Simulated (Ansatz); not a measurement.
Born–Oppenheimer molecular dynamics of F2H2SeSi2 (7 atoms, charge 0, multiplicity 1). It starts at the highest image of a converged band, a first-order saddle point between two minima.

Method: RKS PBE0/def2-SVP in Ansatz.

```yaml
ensemble: NVE (velocity Verlet)
time_step: 0.5 fs
steps_asked: 200
starting_velocities_drawn_for: 300 K
seed: 3013
```

Frames 0.5 fs apart, positions in Å.

Velocities at 40 fs (Å/ps):

```
F 0.88 -1.62 -5.15
Si -2.03 1.44 2.58
Se -1.15 -0.34 -0.46
Si 3.31 1.28 3.41
F 2.98 -1.55 -0.25
H 11.32 2.70 -23.56
H -29.67 8.60 -5.57
```

```xyz
7
Properties=species:S:1:pos:R:3 time_fs=40 energy_less_start_eV=0.005 T=292
F 0.088 -2.212 -0.990
Si -0.836 -1.462 0.147
Se -0.828 1.326 -0.959
Si 0.656 0.384 0.507
F 2.208 0.364 0.027
H -1.413 -0.025 -1.319
H 0.618 1.197 1.762
7
Properties=species:S:1:pos:R:3 time_fs=40.5 energy_less_start_eV=0.005 T=292
F 0.088 -2.213 -0.993
Si -0.837 -1.461 0.148
Se -0.828 1.325 -0.959
Si 0.658 0.384 0.509
F 2.209 0.363 0.026
H -1.407 -0.024 -1.330
H 0.604 1.201 1.759
7
Properties=species:S:1:pos:R:3 time_fs=41 energy_less_start_eV=0.006 T=291
F 0.089 -2.214 -0.996
Si -0.838 -1.461 0.150
Se -0.829 1.325 -0.959
Si 0.659 0.385 0.511
F 2.211 0.362 0.026
H -1.402 -0.022 -1.342
H 0.589 1.206 1.756
7
Properties=species:S:1:pos:R:3 time_fs=41.5 energy_less_start_eV=0.008 T=288
F 0.089 -2.215 -0.998
Si -0.839 -1.460 0.151
Se -0.829 1.325 -0.959
Si 0.661 0.386 0.513
F 2.212 0.362 0.026
H -1.396 -0.021 -1.354
H 0.575 1.210 1.752
7
Properties=species:S:1:pos:R:3 time_fs=42 energy_less_start_eV=0.011 T=283
F 0.090 -2.216 -1.001
Si -0.840 -1.459 0.152
Se -0.830 1.325 -0.959
Si 0.662 0.386 0.514
F 2.214 0.361 0.026
H -1.390 -0.019 -1.366
H 0.560 1.215 1.748
7
Properties=species:S:1:pos:R:3 time_fs=42.5 energy_less_start_eV=0.014 T=278
F 0.090 -2.216 -1.003
Si -0.841 -1.459 0.153
Se -0.830 1.325 -0.960
Si 0.664 0.387 0.516
F 2.215 0.360 0.026
H -1.384 -0.018 -1.378
H 0.547 1.220 1.743
7
Properties=species:S:1:pos:R:3 time_fs=43 energy_less_start_eV=0.019 T=271
F 0.090 -2.217 -1.006
Si -0.841 -1.458 0.154
Se -0.831 1.325 -0.960
Si 0.665 0.387 0.518
F 2.217 0.359 0.026
H -1.378 -0.016 -1.390
H 0.534 1.226 1.738
7
Properties=species:S:1:pos:R:3 time_fs=43.5 energy_less_start_eV=0.023 T=264
F 0.091 -2.218 -1.008
Si -0.842 -1.457 0.156
Se -0.832 1.325 -0.960
Si 0.667 0.388 0.520
F 2.218 0.359 0.025
H -1.372 -0.014 -1.403
H 0.521 1.232 1.734
7
Properties=species:S:1:pos:R:3 time_fs=44 energy_less_start_eV=0.028 T=256
F 0.091 -2.218 -1.010
Si -0.843 -1.457 0.157
Se -0.832 1.324 -0.960
Si 0.668 0.388 0.522
F 2.220 0.358 0.025
H -1.366 -0.011 -1.415
H 0.509 1.238 1.729
7
Properties=species:S:1:pos:R:3 time_fs=44.5 energy_less_start_eV=0.033 T=249
F 0.091 -2.219 -1.012
Si -0.844 -1.456 0.158
Se -0.833 1.324 -0.961
Si 0.670 0.388 0.524
F 2.221 0.357 0.025
H -1.359 -0.009 -1.427
H 0.498 1.245 1.724
7
Properties=species:S:1:pos:R:3 time_fs=45 energy_less_start_eV=0.038 T=241
F 0.091 -2.220 -1.014
Si -0.844 -1.456 0.159
Se -0.833 1.324 -0.961
Si 0.671 0.389 0.526
F 2.223 0.357 0.025
H -1.353 -0.007 -1.440
H 0.487 1.252 1.719
7
Properties=species:S:1:pos:R:3 time_fs=45.5 energy_less_start_eV=0.043 T=233
F 0.091 -2.220 -1.016
Si -0.845 -1.455 0.160
Se -0.834 1.324 -0.961
Si 0.672 0.389 0.527
F 2.224 0.356 0.025
H -1.345 -0.004 -1.452
H 0.477 1.259 1.714
```

Of the whole run (100 fs, mean temperature of the second half 376 K): The conserved energy stayed within 0.022 meV per atom of its start (net change 0.0023 meV per atom), so the integration is sound. A run of 0.1 ps of so small a system gives no equilibrium averages. The orbitals stay closed-shell, which can raise the energy where a bond breaks towards radicals; this wasn't checked here.

The run took 3.3 min on 2 threads of AMD EPYC 9R45 96-Core Processor (Zen 5), with other jobs on the host, peak memory 0.27 GiB.
